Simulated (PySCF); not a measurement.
GaF: one state, many levels of theory

State: ¹Σ⁺ (singlet), closed shell. Set-up: Ga def2-TZVPP, F def2-TZVPP; no relativity (PySCF 2.14). De refers to Ga + F in their high-spin ground configurations, without counterpoise correction. A positive dipole means Ga(−)F(+).

```tsv
Level	Re (Å)	ωe (cm⁻¹)	De (eV)	μ (D)
RHF	1.766	654	4.21	-2.15
RHF-MP2	1.781	631	6.32	n/a
RHF-SCS-MP2	1.784	628	6.12	n/a
RHF-CCSD	1.777	639	5.83	n/a
RHF-CCSD(T)	1.781	634	5.98	n/a
PBE	1.811	587	6.29	-2.23
revPBE	1.821	575	6.02	-2.25
PW91	1.809	589	6.34	-2.24
BLYP	1.824	573	6.21	-2.39
r²SCAN	1.782	626	6.12	-2.05
B3LYP	1.800	602	6.03	-2.38
PBE0	1.787	619	5.94	-2.22
CAM-B3LYP	1.785	623	6.13	-2.30
```

Task: Which functional lies closest to RHF-CCSD(T) in De, which farthest, and by how much do they differ from it?

Result: Closest is revPBE (+4.0 pm in Re, -9.3 % in ωe, +0.04 eV in De against RHF-CCSD(T) in the same basis), farthest PW91 (+2.8 pm in Re, -7.1 % in ωe, +0.36 eV in De). CCSD(T) converges more slowly with the basis than the functionals do and binds too weakly in this one, so the order can change at the basis-set limit.

Task: What does a quarter of exact exchange do here, going from PBE to PBE0?

Result: PBE0 less PBE: -2.4 pm in Re, +5.5 % in ωe, -0.35 eV in De. Exact exchange removes part of the self-interaction that spreads semilocal densities, and in most molecules shortens and stiffens the bond and lowers De; so it does here.

Task: What does the triples do here, going from RHF-CCSD to RHF-CCSD(T)?

Result: RHF-CCSD(T) less RHF-CCSD: +0.4 pm in Re, -0.8 % in ωe, +0.15 eV in De. Correlation nearly always deepens the well. The bond lengthens, as in strong covalent bonds, where excitations into antibonding orbitals dominate.

Correlated steps freeze 10 core orbitals. Where the molecule has an RHF reference, its open-shell atoms are computed with UHF.
